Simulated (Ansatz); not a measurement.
Cost and result up the ladder for Li7Sn (8 atoms). Charge 0, multiplicity 2. Geometry: PBE0-D4/def2-TZVP.

```csv
atom,x (Å),y (Å),z (Å)
Li1,1.095,-1.721,-0.690
Li2,0.627,0.922,-1.422
Li3,-1.659,-0.454,2.763
Li4,-0.289,-1.322,-3.500
Li5,-1.278,2.142,1.241
Li6,2.784,0.939,1.048
Li7,-1.618,-0.608,-0.582
Sn8,0.337,0.103,1.142
```

Ansatz on 4 threads of Intel Xeon Platinum 8488C on a shared host. Times are rough, and most runs start from the orbitals of an earlier one. PBE0-D4/def2-TZVP serves as the yardstick here, not as an exact answer. Binding counts from free atoms at the same level (Li doublet, Sn triplet; other spins of the atoms weren't run), without zero-point energy or a counterpoise term.

In the def2 sets Sn takes a core potential; there is no spin–orbit coupling. LC-ωPBE has ω = 0.4 bohr⁻¹. Another isomer (doublet) lies 0.15 eV lower at PBE0-D4/def2-TZVP; other spin states weren't run for this one.

Run but left out: CCSD(T)/def2-TZVP (⟨S²⟩ 1.37, where a pure state has 0.75).

```
                         level  functions  wall time  binding energy per atom (eV)  difference from PBE0-D4/def2-TZVP (eV)                        remarks
PBE-D4/def2-TZVP (with forces)        148      4.1 s                          1.25                                    0.03                              –
             PBE0-D4/def2-TZVP        148      9.5 s                          1.22                                    0.00                              –
           r2SCAN-D4/def2-TZVP        148       15 s                          1.24                                    0.03  spin-contaminated (⟨S²⟩ 0.96)
          r2SCAN0-D4/def2-TZVP        148       22 s                          1.23                                    0.02  spin-contaminated (⟨S²⟩ 0.97)
             LC-ωPBE/def2-TZVP        148       25 s                          1.15                                   -0.07  spin-contaminated (⟨S²⟩ 0.89)
```
